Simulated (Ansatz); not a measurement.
A nudged elastic band was laid between two geometries of BClFH + ClH (6 atoms, charge 0, multiplicity 1).

The calculation used Ansatz, RKS PBE0-D4/def2-SVP.

```json
{
 "movable images": "7",
 "climbing image": "yes",
 "spring": "0.5 eV/Å²",
 "optimiser": "quadratic models (default)",
 "start path": "through a guess of the saddle point",
 "force threshold": "0.05 eV/Å",
 "iteration limit": "60",
 "end points": "relaxed"
}
```

Image 0:

```xyz
6
Properties=species:S:1:pos:R:3
B -0.043 0.314 -0.087
F -0.074 0.531 1.215
H 1.002 0.093 -0.635
Cl -1.529 0.456 -0.987
Cl -0.177 -2.660 0.996
H -0.181 -1.822 1.974
```

Image 8:

```xyz
6
Properties=species:S:1:pos:R:3
B -0.086 -0.516 -0.388
F -0.072 0.130 2.015
H 0.994 -0.016 -0.515
Cl -1.521 0.297 -0.928
Cl -0.195 -2.197 0.148
H -0.121 -0.786 2.144
```

(1) Which bonds break or form, and what moves?

(2) What energy profile does the band end with?

(3) What is the geometry of the highest image?

The band took 14 iterations and roughly 4 core-minutes.

## Answers

(1) Bonds broken: B1–F2, Cl5–H6. Bonds formed: B1–Cl5, F2–H6. BClFH + ClH becomes BCl2H + FH.

(2) The forces met the threshold. The highest image is number 5 of 0 to 8, 0.99 eV above the first end and 0.39 eV above the last; the last end lies 0.60 eV above the first. Another band between the same ends (7 images) ends at a top of the same energy, where a vibrational analysis finds 1 clearly imaginary mode. The orbitals stay closed-shell, which can raise the energy where a bond breaks towards radicals; this wasn't checked here.

```csv
image,path coordinate (Å),energy (eV),B1–F2 (Å),Cl5–H6 (Å),B1–Cl5 (Å)
0,0.00,0.00,1.32,1.29,3.17
1,0.29,0.01,1.32,1.29,3.00
2,0.58,0.08,1.33,1.29,2.76
3,0.87,0.29,1.35,1.30,2.48
4,1.16,0.69,1.42,1.37,2.20
5,1.45,0.99,1.54,1.55,2.02
6,1.81,0.76,1.77,1.91,1.86
7,2.17,0.63,2.10,2.24,1.79
8,2.53,0.60,2.49,2.45,1.77
```

(3) 
```xyz
6
Properties=species:S:1:pos:R:3
B -0.070 -0.246 0.014
F -0.100 0.124 1.507
H 1.007 -0.033 -0.463
Cl -1.538 0.283 -0.801
Cl -0.152 -2.182 0.587
H -0.148 -1.035 1.631
```

The run took 4.3 min on 1 thread of Arm Neoverse V1 (shared host), peak memory 0.15 GiB.
